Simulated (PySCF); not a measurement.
## Dipole response of Pb⁺ (lead, charge +1)

[Xe] 4f14 5d10 6s2 6p1, 2P determinant. Computed with PySCF 2.14 in aug-cc-pVQZ-PP with one added diffuse shell each of s, p, d, f, g type with ECP60MDF (8s8p6d4f3g, 117 functions), with a scalar-relativistic core potential. Coupled (time-dependent) response in atomic units; α is the mean over directions.

```tsv
method	mean α (bohr³)	α xx, yy, zz	C₆ (like pair)	S(−4)
PBE0	27.63	24.11, 34.69, 24.11	235.9	263.3
```

S(−4) is the Cauchy moment in α(ω) = α(0) + S(−4) ω² + …

Spin-orbit coupling is absent.

α(iu) at PBE0:

```json
{"u (hartree)": "0", "α(iu) (bohr³)": "27.63"}
{"u (hartree)": "0.0500", "α(iu) (bohr³)": "27.00"}
{"u (hartree)": "0.100", "α(iu) (bohr³)": "25.33"}
{"u (hartree)": "0.200", "α(iu) (bohr³)": "20.77"}
{"u (hartree)": "0.300", "α(iu) (bohr³)": "16.57"}
{"u (hartree)": "0.500", "α(iu) (bohr³)": "10.99"}
{"u (hartree)": "0.750", "α(iu) (bohr³)": "7.381"}
{"u (hartree)": "1.00", "α(iu) (bohr³)": "5.439"}
{"u (hartree)": "1.50", "α(iu) (bohr³)": "3.434"}
{"u (hartree)": "2.00", "α(iu) (bohr³)": "2.404"}
{"u (hartree)": "3.00", "α(iu) (bohr³)": "1.367"}
{"u (hartree)": "5.00", "α(iu) (bohr³)": "0.5992"}
```

A single London oscillator, α(iu) = α/(1 + u²/ω²), gives C₆ = (3/4) ω α². Matching the computed C₆ needs ω = 4 × 235.9 / (3 × 27.63²) = 0.412 hartree.

For an ion, C₆ is the dispersion term alone; charge-induced terms of lower order in 1/R come first.

The components differ because the open shell of this determinant is not spherical; for a pure term their mean is the scalar polarisability.

Energies and moments cover only the electrons outside the core potential. Spin-orbit coupling, absent here, splits the open shell strongly.
